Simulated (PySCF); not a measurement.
# Steps of a relaxation of [Eu(H2O)4]3+

[Eu(H2O)4]3+ (singlet in the valence; each metal's 4f electrons, 6 of them, lie in its core potential, out of spins and levels; a saddle point, relaxed within its symmetry). PySCF 2.14.0, RKS r2SCAN, Eu lcecp-1-SVP with ECP52, O def2-SVP, H def2-SVP; non-relativistic Hamiltonian with scalar-relativistic core potentials where named; density fitting; no spin-orbit coupling. Origin of the start: template. Columns: position (Å) and force (eV/Å). Energies are counted from the last step; some of the 7 steps are shown. Forces carry noise of the integration grid, about 0.01 to 0.03 eV/Å.

Run from Python with OMP_NUM_THREADS=2. Where DIIS fails, smearing, a level shift and second-order steps follow.
It took 60 s on 2 threads of Arm Neoverse V2, on a shared host, from the converged density of the start.

```xyz
13
step 0  E = 0.422 eV
Eu    0.0000    0.0000    0.0000     0.00    0.00    0.00
O     1.4347    1.4347    1.4347    -1.14   -1.07   -1.07
H     1.7754    1.2309    2.3198     0.28   -0.07    0.57
H     1.7754    2.3198    1.2309     0.28    0.57   -0.07
O    -1.4347   -1.4347    1.4347     1.14    1.07   -1.07
H    -1.7754   -1.2309    2.3198    -0.28    0.07    0.57
H    -1.7754   -2.3198    1.2309    -0.28   -0.57   -0.07
O     1.4347   -1.4347   -1.4347    -1.14    1.07    1.07
H     1.7754   -2.3198   -1.2309     0.28   -0.57    0.07
H     1.7754   -1.2309   -2.3198     0.28    0.07   -0.57
O    -1.4347    1.4347   -1.4347     1.14   -1.07    1.07
H    -1.7754    2.3198   -1.2309    -0.28    0.57    0.07
H    -1.7754    1.2309   -2.3198    -0.28   -0.07   -0.57
```

```xyz
13
step 2  E = 0.062 eV
Eu    0.0000    0.0000    0.0000     0.00    0.00    0.00
O     1.3732    1.3654    1.3654     0.12    0.26    0.26
H     1.7274    1.1903    2.2788    -0.17   -0.06   -0.39
H     1.7274    2.2788    1.1903    -0.17   -0.39   -0.06
O    -1.3732   -1.3654    1.3654    -0.12   -0.26    0.26
H    -1.7274   -1.1903    2.2788     0.17    0.06   -0.39
H    -1.7274   -2.2788    1.1903     0.17    0.39   -0.06
O     1.3732   -1.3654   -1.3654     0.12   -0.26   -0.26
H     1.7274   -2.2788   -1.1903    -0.17    0.39    0.06
H     1.7274   -1.1903   -2.2788    -0.17    0.06    0.39
O    -1.3732    1.3654   -1.3654    -0.12    0.26   -0.26
H    -1.7274    2.2788   -1.1903     0.17   -0.39    0.06
H    -1.7274    1.1903   -2.2788     0.17   -0.06    0.39
```

```xyz
13
step 4  E = 0.000 eV
Eu    0.0000    0.0000    0.0000     0.00    0.00    0.00
O     1.3400    1.3478    1.3478     0.08    0.06    0.06
H     1.7136    1.1533    2.2402    -0.03   -0.04   -0.01
H     1.7136    2.2402    1.1533    -0.03   -0.01   -0.04
O    -1.3400   -1.3478    1.3478    -0.08   -0.06    0.06
H    -1.7136   -1.1533    2.2402     0.03    0.04   -0.01
H    -1.7136   -2.2402    1.1533     0.03    0.01   -0.04
O     1.3400   -1.3478   -1.3478     0.08   -0.06   -0.06
H     1.7136   -2.2402   -1.1533    -0.03    0.01    0.04
H     1.7136   -1.1533   -2.2402    -0.03    0.04    0.01
O    -1.3400    1.3478   -1.3478    -0.08    0.06   -0.06
H    -1.7136    2.2402   -1.1533     0.03   -0.01    0.04
H    -1.7136    1.1533   -2.2402     0.03   -0.04    0.01
```

Task: Where does the relaxation end?

Result: It converges at step 6 in D2d:
```xyz
13
step 6  E = 0
Eu    0.0000    0.0000    0.0000
O     1.3451    1.3481    1.3481
H     1.7156    1.1493    2.2401
H     1.7156    2.2401    1.1493
O    -1.3451   -1.3481    1.3481
H    -1.7156   -1.1493    2.2401
H    -1.7156   -2.2401    1.1493
O     1.3451   -1.3481   -1.3481
H     1.7156   -2.2401   -1.1493
H     1.7156   -1.1493   -2.2401
O    -1.3451    1.3481   -1.3481
H    -1.7156    2.2401   -1.1493
H    -1.7156    1.1493   -2.2401
```

Task: How did the contacts change?

Result: 
```
      contact  start (Å)  end (Å)
 Eu1–O2 (H2O)      2.485    2.333
 Eu1–O5 (H2O)      2.485    2.333
 Eu1–O8 (H2O)      2.485    2.333
Eu1–O11 (H2O)      2.485    2.333
```


An lcecp potential fixes the number of 4f electrons, so in runs with it no electron can move into or out of that shell.
